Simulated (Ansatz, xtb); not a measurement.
## C3H5F3Si: which of two isomers lies lower

Structure a: `FC(F)(F)/C=C/[SiH3]`, a singlet. Structure b: `C=C([SiH3])C(F)(F)F`, a singlet. Both are isolated molecules in the gas phase, relaxed with B3LYP/def2-SVP.

a (Å):

```yaml
atoms:
  - { symbol: C, position_ang: [-1.8589, 1.0585, 0.2934] }
  - { symbol: C, position_ang: [-0.6587, 1.8467, -0.1518] }
  - { symbol: C, position_ang: [-0.4925, 2.3218, -1.3916] }
  - { symbol: F, position_ang: [-2.7540, 0.8728, -0.6879] }
  - { symbol: F, position_ang: [-1.4923, -0.1553, 0.7456] }
  - { symbol: F, position_ang: [-2.4894, 1.6802, 1.3075] }
  - { symbol: Si, position_ang: [1.0068, 3.3092, -1.9517] }
  - { symbol: H, position_ang: [0.0776, 1.9979, 0.6454] }
  - { symbol: H, position_ang: [-1.2891, 2.1155, -2.1181] }
  - { symbol: H, position_ang: [1.9520, 3.4520, -0.8083] }
  - { symbol: H, position_ang: [0.5790, 4.6576, -2.4249] }
  - { symbol: H, position_ang: [1.6825, 2.6088, -3.0821] }
```

b (Å):

```xyz
12

C    -1.1228    0.9646    0.1196
C    -0.5893    1.9788   -0.5749
C    -0.1634    3.2326    0.1471
F    -0.9503    4.2735   -0.1881
F    -0.1999    3.1222    1.4844
F     1.0975    3.5740   -0.1930
Si   -0.3350    1.8970   -2.4520
H    -1.2448    1.0127    1.2063
H    -1.4557    0.0477   -0.3753
H    -1.0651    0.6939   -2.9398
H    -0.8719    3.1236   -3.1030
H     1.1121    1.7704   -2.7819
```

Problem. Which of the two would you expect CCSD(T)/def2-SVP + ΔMP2/def2-TZVPP electronic energies to favour?

Solution. Too close to call at this level: CCSD(T)/def2-SVP + ΔMP2/def2-TZVPP gives E(b) − E(a) = −0.07 kcal/mol.

How the difference moves with the method:

| level | geometry | E(b) − E(a) (kcal/mol) | departure from the last row (kcal/mol) | job, with rough time for the two |
| --- | --- | --- | --- | --- |
| GFN2-xTB | GFN2-xTB | −2.94 | −2.87 | optimisation, 0.34 s |
| HF/STO-3G | GFN2-xTB | +2.02 | +2.09 | single point, 1.7 s |
| r2SCAN-D4/def2-SVP | GFN2-xTB | +0.10 | +0.18 | single point, 11 s |
| B3LYP/def2-SVP | B3LYP/def2-SVP | +0.58 | +0.66 | optimisation, 3.7 min |
| HF/def2-SVP | B3LYP/def2-SVP | +0.51 | +0.59 | part of the CCSD(T) run |
| MP2/def2-SVP | B3LYP/def2-SVP | −0.55 | −0.48 | part of the CCSD(T) run |
| CCSD(T)/def2-SVP | B3LYP/def2-SVP | −0.54 | −0.46 | single point |
| CCSD(T)/def2-SVP + ΔMP2/def2-TZVPP | B3LYP/def2-SVP | −0.07 |  | single point, 3.1 min |

As drawn, both hold the same kinds of bond in the same numbers.

The largest departure from CCSD(T)/def2-SVP + ΔMP2/def2-TZVPP is that of GFN2-xTB, 2.87 kcal/mol. The last row adds to CCSD(T) the change of the MP2 difference between the two basis sets, here +0.46 kcal/mol.

With thermal terms from frequencies at re-optimised GFN2-xTB minima (ideal gas, soft modes damped towards free rotors, one conformer each, 298.15 K, 1 atm): the zero-point term adds +0.17 kcal/mol; ΔH is 0.00 and ΔG +0.48 kcal/mol.

The correlated steps freeze 11 core orbitals. Codes used: Ansatz 0.2.0, xtb 6.7.1; the last row on 2 threads of AMD EPYC (Zen 3) on a shared host.
